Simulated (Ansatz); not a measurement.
Breaking the C3–H4 bond in CH4Sn (SMILES [CH3][SnH]) (multiplicity 1 held, fragments rigid). Energies count from the point at 1.093 Å.
Geometry at that point (charge 0, multiplicity 1):
```csv
atom,x (Å),y (Å),z (Å)
Sn,0.0098,0.2505,0.2452
H,-0.3459,1.4134,-1.0648
C,-0.0133,-1.4564,-1.1581
H,0.7372,-1.2942,-1.9360
H,-0.9867,-1.5032,-1.6533
H,0.1836,-2.4027,-0.6567
```

Restricted levels (R-, RO-) in cc, def2 and unpolarised 6-31G sets keep to the state of the molecule at rest. Active spaces are followed from a long bond inwards. Curves can end on different states.

Cores are frozen in the correlated methods. Filled d and f shells under p-block atoms count as core.

Programs: Ansatz (a quantum-chemistry and plane-wave program).  In def2 rows elements past Kr take small-core potentials, without spin–orbit coupling.

Energies in kcal/mol.

```
R (Å)  R-HF/def2-SVP  R-SCS-MP2/def2-SVP  FIC-MRCISD on CASSCF(2,2)/def2-SVP  FIC-MRCISD+Q on CASSCF(2,2)/def2-SVP
-----  -------------  ------------------  ----------------------------------  ------------------------------------
0.874           30.9                32.7                                32.8                                  32.8
0.984            6.2                 7.0                                 7.1                                   7.1
1.093            0.0                 0.0                                 0.0                                   0.0
1.202            4.0                 3.2                                 3.0                                   3.0
1.312           13.2                11.6                                11.1                                  11.2
1.476           31.4                28.6                                27.2                                  27.4
1.640           50.8                46.7                                44.0                                  44.2
1.913           80.9                74.3                                67.9                                  68.3
2.186          106.3                96.4                                84.8                                  85.2
2.514          130.8               115.8                                96.8                                  97.3
2.951          155.2               131.5                               103.9                                 104.3
3.498          176.5               138.6                               106.4                                 106.9
```

Doubts at one or more of the structures used: a restricted determinant that unrestricted orbitals would lower (R-HF/def2-SVP, R-SCS-MP2/def2-SVP).
